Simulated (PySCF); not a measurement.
Sb₂, SMILES [Sb]#[Sb] (connectivity only; charge and spin as stated), charge +1, multiplicity 2. Coordinates come from a B3LYP-D3(BJ)/def2-TZVP optimisation. The multiplicity is an assumed one; other spin states were not compared. The def2 effective core potentials stand for the cores of Sb; spin–orbit coupling is left out.

Calculation: B3LYP-D3(BJ)/def2-TZVP in PySCF.

Harmonic wavenumbers (cm⁻¹): 250. Rotational constants (GHz): 1.234 (linear); symmetry number 2.

**Question.** Work out the zero-point energy and the ideal-gas rigid-rotor harmonic-oscillator thermochemistry at 298.15 K and 1 atm.

**Answer.** ZPE = ½ Σ hcν = ½ × 250 cm⁻¹ = 0.36 kcal/mol. H − E(el) = 2.74 kcal/mol. Entropy in cal/(mol K): translation 42.37, rotation 17.55, vibration 1.73, spin 1.38, total 63.03. G − E(el) = -16.05 kcal/mol. Cp = 8.72 cal/(mol K).
